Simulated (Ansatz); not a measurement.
Nudged elastic band run: CH₉BOSi

Input:

```yaml
crystal:
  periodic: [false, false, false]
  atoms:
    - { symbol: B, position_ang: [-0.269835, -0.043955, 0.282414] }
    - { symbol: H, position_ang: [-0.7013, -0.06991, 1.42671] }
    - { symbol: H, position_ang: [0.775667, 0.57203, 0.1544] }
    - { symbol: C, position_ang: [-1.355396, 0.148789, -0.875389] }
    - { symbol: H, position_ang: [-2.251827, -0.494407, -0.782814] }
    - { symbol: H, position_ang: [-1.730207, 1.186528, -0.814396] }
    - { symbol: H, position_ang: [-0.947703, 0.019326, -1.893697] }
    - { symbol: O, position_ang: [0.312438, -1.672832, 0.092976] }
    - { symbol: Si, position_ang: [-0.752547, -3.015011, -0.07179] }
    - { symbol: H, position_ang: [0.085083, -4.207636, 0.228511] }
    - { symbol: H, position_ang: [-1.86559, -2.888065, 0.900644] }
    - { symbol: H, position_ang: [-1.230437, -3.032126, -1.471589] }
    - { symbol: H, position_ang: [1.102355, -1.784129, 0.640217] }
basis:
  gaussian: { orbitals: def2-SVP }
hamiltonian:
  xc: b3lyp
  dispersion: d4
neb:
  order_check: false
  images: 9
  f_tol: 0.05
  max_iterations: 60
  final_atoms:
    - { symbol: B, position_ang: [0.08195861, -0.43191059, -0.70764145] }
    - { symbol: H, position_ang: [-0.39747666, -0.32468184, 2.75671153] }
    - { symbol: H, position_ang: [1.06817295, 0.27566533, -0.71307219] }
    - { symbol: C, position_ang: [-1.32755568, 0.16904818, -1.06482193] }
    - { symbol: H, position_ang: [-2.16912794, -0.5423719, -1.04214378] }
    - { symbol: H, position_ang: [-1.5555395, 0.99716045, -0.36895361] }
    - { symbol: H, position_ang: [-1.29067539, 0.63321253, -2.06713813] }
    - { symbol: O, position_ang: [0.28743155, -1.7347881, -0.37887492] }
    - { symbol: Si, position_ang: [-0.68971686, -3.09741603, -0.25033274] }
    - { symbol: H, position_ang: [0.20722365, -4.24681994, 0.03327071] }
    - { symbol: H, position_ang: [-1.66253869, -2.92446174, 0.86499075] }
    - { symbol: H, position_ang: [-1.42447859, -3.33113955, -1.52592965] }
    - { symbol: H, position_ang: [0.04302356, -0.7228948, 2.28013242] }
  initial_path:
    images:
      - { positions_ang: [[-0.269835, -0.043955, 0.282414], [-0.7013, -0.06991, 1.42671], [0.775667, 0.57203, 0.1544], [-1.355396, 0.148789, -0.875389], [-2.251827, -0.494407, -0.782814], [-1.730207, 1.186528, -0.814396], [-0.947703, 0.019326, -1.893697], [0.312438, -1.672832, 0.092976], [-0.752547, -3.015011, -0.07179], [0.085083, -4.207636, 0.228511], [-1.86559, -2.888065, 0.900644], [-1.230437, -3.032126, -1.471589], [1.102355, -1.784129, 0.640217]] }
      - { positions_ang: [[-0.20794367, -0.03935105, 0.22173448], [-0.55701677, -0.05207209, 1.44504153], [0.83591551, 0.4429931, 0.00317471], [-1.35128469, 0.12053036, -0.86820713], [-2.18765642, -0.57475978, -0.74507699], [-1.7663368, 1.13238646, -0.76451266], [-0.98169255, 0.0199798, -1.90053391], [0.25914658, -1.66406947, 0.18648773], [-0.75417294, -2.99526494, -0.08878593], [0.08863472, -4.18481985, 0.15149088], [-1.88825384, -2.95186118, 0.83921706], [-1.2059429, -2.93942439, -1.48359646], [0.88730475, -1.59566498, 0.81976369]] }
      - { positions_ang: [[-0.14605234, -0.0347471, 0.16105496], [-0.41273353, -0.03423418, 1.46337306], [0.89616402, 0.3139562, -0.14805058], [-1.34717338, 0.09227172, -0.86102525], [-2.12348583, -0.65511255, -0.70733998], [-1.80246659, 1.07824492, -0.71462932], [-1.01568209, 0.0206336, -1.90737081], [0.20585516, -1.65530694, 0.27999945], [-0.75579888, -2.97551888, -0.10578187], [0.09218645, -4.1620037, 0.07447076], [-1.91091768, -3.01565736, 0.77779011], [-1.18144879, -2.84672277, -1.49560391], [0.6722545, -1.40720096, 0.99931038]] }
      - { positions_ang: [[-0.08416101, -0.03014315, 0.10037543], [-0.2684503, -0.01639627, 1.48170459], [0.95641253, 0.1849193, -0.29927587], [-1.34306206, 0.06401308, -0.85384338], [-2.05931525, -0.73546533, -0.66960297], [-1.83859639, 1.02410338, -0.66474598], [-1.04967164, 0.02128739, -1.91420772], [0.15256373, -1.6465444, 0.37351118], [-0.75742482, -2.95577281, -0.1227778], [0.09573817, -4.13918755, -0.00254935], [-1.93358152, -3.07945353, 0.71636317], [-1.15695469, -2.75402116, -1.50761137], [0.45720425, -1.21873695, 1.17885707]] }
      - { positions_ang: [[-0.02226968, -0.0255392, 0.03969591], [-0.12416706, 0.00144164, 1.50003612], [1.01666104, 0.0558824, -0.45050115], [-1.33895075, 0.03575444, -0.8466615], [-1.99514466, -0.8158181, -0.63186596], [-1.87472618, 0.96996184, -0.61486264], [-1.08366119, 0.02194119, -1.92104463], [0.09927231, -1.63778187, 0.4670229], [-0.75905076, -2.93602675, -0.13977374], [0.09928989, -4.1163714, -0.07956947], [-1.95624536, -3.14324971, 0.65493622], [-1.13246058, -2.66131955, -1.51961882], [0.242154, -1.03027293, 1.35840376]] }
      - { positions_ang: [[0.03962166, -0.02093525, -0.02098361], [0.02011617, 0.01927956, 1.51836765], [1.07690954, -0.0731545, -0.60172644], [-1.33483944, 0.0074958, -0.83947963], [-1.93097408, -0.89617088, -0.59412894], [-1.91085598, 0.9158203, -0.5649793], [-1.11765073, 0.02259499, -1.92788153], [0.04598089, -1.62901934, 0.56053463], [-0.7606767, -2.91628069, -0.15676967], [0.10284161, -4.09355525, -0.15658959], [-1.9789092, -3.20704589, 0.59350928], [-1.10796648, -2.56861794, -1.53162628], [0.02710375, -0.84180891, 1.53795045]] }
      - { positions_ang: [[0.04808905, -0.10313032, -0.15831518], [-0.0634024, -0.04951272, 1.76603643], [1.07516222, -0.00339053, -0.62399559], [-1.33338269, 0.03980627, -0.88454809], [-1.97860485, -0.82541108, -0.68373191], [-1.83979269, 0.93208833, -0.52577416], [-1.15225566, 0.1447185, -1.95573285], [0.09427102, -1.65017309, 0.37265272], [-0.74648473, -2.95250776, -0.17548229], [0.12371802, -4.12420819, -0.11861753], [-1.9156351, -3.15052906, 0.64780557], [-1.1712689, -2.72112226, -1.53048695], [0.03028771, -0.81802609, 1.68638684]] }
      - { positions_ang: [[0.05655644, -0.18532539, -0.29564675], [-0.14692096, -0.118305, 2.0137052], [1.07341491, 0.06637343, -0.64626474], [-1.33192594, 0.07211675, -0.92961655], [-2.02623562, -0.75465129, -0.77333488], [-1.76872939, 0.94835636, -0.48656903], [-1.18686059, 0.266842, -1.98358417], [0.14256115, -1.67132684, 0.18477081], [-0.73229277, -2.98873483, -0.1941949], [0.14459443, -4.15486112, -0.08064547], [-1.852361, -3.09401223, 0.70210187], [-1.23457132, -2.87362658, -1.52934763], [0.03347167, -0.79424327, 1.83482324]] }
      - { positions_ang: [[0.06502383, -0.26752045, -0.43297831], [-0.23043953, -0.18709728, 2.26137398], [1.07166759, 0.1361374, -0.66853389], [-1.33046919, 0.10442723, -0.97468501], [-2.0738664, -0.68389149, -0.86293785], [-1.69766609, 0.96462439, -0.44736389], [-1.22146552, 0.38896551, -2.01143549], [0.19085128, -1.6924806, -0.0031111], [-0.7181008, -3.02496189, -0.21290751], [0.16547084, -4.18551406, -0.04267341], [-1.7890869, -3.0374954, 0.75639816], [-1.29787375, -3.0261309, -1.5282083], [0.03665563, -0.77046044, 1.98325963]] }
      - { positions_ang: [[0.07349122, -0.34971552, -0.57030988], [-0.3139581, -0.25588956, 2.50904275], [1.06992027, 0.20590136, -0.69080304], [-1.32901243, 0.1367377, -1.01975347], [-2.12149717, -0.6131317, -0.95254082], [-1.6266028, 0.98089242, -0.40815875], [-1.25607045, 0.51108902, -2.03928681], [0.23914142, -1.71363435, -0.19099301], [-0.70390883, -3.06118896, -0.23162013], [0.18634725, -4.216167, -0.00470135], [-1.7258128, -2.98097857, 0.81069445], [-1.36117617, -3.17863523, -1.52706898], [0.0398396, -0.74667762, 2.13169603]] }
      - { positions_ang: [[0.08195861, -0.43191059, -0.70764145], [-0.39747666, -0.32468184, 2.75671153], [1.06817295, 0.27566533, -0.71307219], [-1.32755568, 0.16904818, -1.06482193], [-2.16912794, -0.5423719, -1.04214378], [-1.5555395, 0.99716045, -0.36895361], [-1.29067539, 0.63321253, -2.06713813], [0.28743155, -1.7347881, -0.37887492], [-0.68971686, -3.09741603, -0.25033274], [0.20722365, -4.24681994, 0.03327071], [-1.66253869, -2.92446174, 0.86499075], [-1.42447859, -3.33113955, -1.52592965], [0.04302356, -0.7228948, 2.28013242]] }
```

Run as:

```bash
$ ansatz run input.yaml --threads 2 --pin off --max-ram 3072MiB --backend cpu --events-out ev --progress --plain --runs-dir out
```

Output, in part (warnings, iteration lines, the closing report on the highest movable image, with atoms numbered from 0):

```
NEB end point (image 0): max|allowed force component| = 2.541e-2 eV/Å (the criterion of neb.relax_end_points is 1.000e-2)
NEB end point (image 10): max|allowed force component| = 2.392e-2 eV/Å (the criterion of neb.relax_end_points is 1.000e-2)
NEB iter   1: max|band force component| = 6.540e0 eV/Å  barrier→ = 2.5757 eV  barrier← = 3.5097 eV  Δτ_max = 0.2000 Å  (269 SCF iters)
NEB iter   2: max|band force component| = 3.311e0 eV/Å  barrier→ = 1.1923 eV  barrier← = 2.1264 eV  Δτ_max = 0.2000 Å  (246 SCF iters)
NEB iter   3: max|band force component| = 1.375e0 eV/Å  barrier→ = 1.1409 eV  barrier← = 2.0749 eV  Δτ_max = 0.1995 Å  (244 SCF iters)
NEB iter   4: max|band force component| = 2.435e0 eV/Å  barrier→ = 0.8354 eV  barrier← = 1.7694 eV  Δτ_max = 0.1034 Å  (241 SCF iters)
NEB iter   5: max|band force component| = 1.304e0 eV/Å  barrier→ = 0.5381 eV  barrier← = 1.4721 eV  Δτ_max = 0.1008 Å  (242 SCF iters)
NEB iter   6: max|band force component| = 1.474e0 eV/Å  barrier→ = 0.4214 eV  barrier← = 1.3554 eV  Δτ_max = 0.0503 Å  (243 SCF iters)
NEB iter   7: max|band force component| = 1.991e0 eV/Å  barrier→ = 0.4167 eV  barrier← = 1.3508 eV  CI = image 5  Δτ_max = 0.1017 Å  (243 SCF iters)
NEB iter   8: max|band force component| = 1.378e0 eV/Å  barrier→ = 0.6932 eV  barrier← = 1.6272 eV  CI = image 5  Δτ_max = 0.1989 Å  (243 SCF iters)
NEB iter   9: max|band force component| = 9.055e-1 eV/Å  barrier→ = 0.9069 eV  barrier← = 1.8409 eV  CI = image 5  Δτ_max = 0.1980 Å  (240 SCF iters)
NEB iter  10: max|band force component| = 4.998e-1 eV/Å  barrier→ = 0.8469 eV  barrier← = 1.7809 eV  CI = image 5  Δτ_max = 0.1061 Å  (232 SCF iters)
NEB iter  11: max|band force component| = 3.217e-1 eV/Å  barrier→ = 0.8360 eV  barrier← = 1.7700 eV  CI = image 5  Δτ_max = 0.0925 Å  (245 SCF iters)
NEB iter  12: max|band force component| = 1.931e-1 eV/Å  barrier→ = 0.8242 eV  barrier← = 1.7583 eV  CI = image 5  Δτ_max = 0.0288 Å  (244 SCF iters)
NEB iter  13: max|band force component| = 7.205e-2 eV/Å  barrier→ = 0.8234 eV  barrier← = 1.7574 eV  CI = image 5  Δτ_max = 0.0314 Å  (224 SCF iters)
NEB iter  14: max|band force component| = 5.830e-2 eV/Å  barrier→ = 0.8222 eV  barrier← = 1.7562 eV  CI = image 5  Δτ_max = 0.0718 Å  (213 SCF iters)
NEB iter  15: max|band force component| = 7.897e-2 eV/Å  barrier→ = 0.8204 eV  barrier← = 1.7545 eV  CI = image 5  Δτ_max = 0.0359 Å  (233 SCF iters)
NEB iter  16: max|band force component| = 4.204e-2 eV/Å  barrier→ = 0.8194 eV  barrier← = 1.7534 eV  CI = image 5  Δτ_max = 0.0359 Å  (224 SCF iters)
NEB iter  17: max|band force component| = 5.684e-2 eV/Å  barrier→ = 0.8185 eV  barrier← = 1.7526 eV  CI = image 5  Δτ_max = 0.0719 Å  (28 SCF iters)
NEB iter  18: max|band force component| = 1.309e-1 eV/Å  barrier→ = 0.8175 eV  barrier← = 1.7516 eV  CI = image 5  Δτ_max = 0.0359 Å  (238 SCF iters)
NEB iter  19: max|band force component| = 2.830e-1 eV/Å  barrier→ = 0.8173 eV  barrier← = 1.7513 eV  CI = image 5  Δτ_max = 0.0180 Å  (231 SCF iters)
NEB iter  20: max|band force component| = 5.969e-2 eV/Å  barrier→ = 0.8172 eV  barrier← = 1.7512 eV  CI = image 5  Δτ_max = 0.0359 Å  (207 SCF iters)
NEB iter  21: max|band force component| = 3.078e-2 eV/Å  barrier→ = 0.8171 eV  barrier← = 1.7511 eV  CI = image 5  Δτ_max = 0.0000 Å  (441 SCF iters)
Total energy: -11780.16409919 eV, -432.9130457633 hartree
Atom 0 at    -0.020012    -0.198117     0.001297 Å, force     0.002807    -0.006196     0.003277 eV/Å
Atom 1 at    -0.091835     0.023492     1.341607 Å, force     0.001925    -0.000753    -0.001151 eV/Å
Atom 2 at     1.006142     0.328227    -0.357937 Å, force     0.000087     0.000277    -0.000611 eV/Å
Atom 3 at    -1.399143     0.164382    -0.689320 Å, force     0.000023     0.002821     0.003432 eV/Å
Atom 4 at    -2.276632    -0.330837    -0.240586 Å, force     0.000407    -0.000278     0.000120 eV/Å
Atom 5 at    -1.576907     1.252405    -0.649778 Å, force    -0.000529    -0.000122    -0.001163 eV/Å
Atom 6 at    -1.369515    -0.107034    -1.759687 Å, force     0.000499    -0.000597    -0.000553 eV/Å
Atom 7 at     0.231833    -1.767747     0.257609 Å, force    -0.021523     0.000271    -0.002941 eV/Å
Atom 8 at    -0.662787    -3.114008    -0.222402 Å, force     0.009737    -0.001836     0.008701 eV/Å
Atom 9 at     0.090674    -4.317908     0.216415 Å, force     0.002970    -0.000688    -0.003081 eV/Å
Atom 10 at    -2.008324    -3.111905     0.421020 Å, force    -0.002742     0.002321    -0.005390 eV/Å
Atom 11 at    -0.808518    -3.101714    -1.702710 Å, force     0.000354    -0.000036     0.000852 eV/Å
Atom 12 at     0.055726    -1.000635     1.200669 Å, force     0.005985     0.004816    -0.001491 eV/Å
Dipole moment:    -0.201937    -0.215773     0.122318 e Å
```

It converged. The band force fell under the threshold earlier too, but the program's further tests of the path sent the band on. A vibrational analysis at the climbing image gives one clearly imaginary mode, 1355i cm⁻¹: a first-order saddle point. The orbitals stay closed-shell, which can raise the energy where a bond breaks towards radicals; this wasn't checked here.

Final band (atoms are numbered from 1 in the order of the input):

| image | path coordinate (Å) | energy (kJ/mol) | B1–H2 (Å) | O8–H13 (Å) | H2–H13 (Å) |
| --- | --- | --- | --- | --- | --- |
| 0 | 0.00 | 0.0 | 1.22 | 0.97 | 2.61 |
| 1 | 0.68 | 0.9 | 1.22 | 0.97 | 2.53 |
| 2 | 1.35 | 2.2 | 1.22 | 0.97 | 2.46 |
| 3 | 2.03 | 2.5 | 1.22 | 0.97 | 2.32 |
| 4 | 2.71 | 13.8 | 1.23 | 0.97 | 1.81 |
| 5 | 3.39 | 78.8 | 1.36 | 1.23 | 1.04 |
| 6 | 4.06 | -30.2 | 1.87 | 1.88 | 0.77 |
| 7 | 4.74 | -78.8 | 2.44 | 2.44 | 0.76 |
| 8 | 5.41 | -88.2 | 2.97 | 2.86 | 0.76 |
| 9 | 6.09 | -89.7 | 3.24 | 2.98 | 0.76 |
| 10 | 6.76 | -90.1 | 3.50 | 2.86 | 0.76 |

The run took 7.1 min on 2 threads of Arm Neoverse V2, on a shared host, peak memory 0.22 GiB.
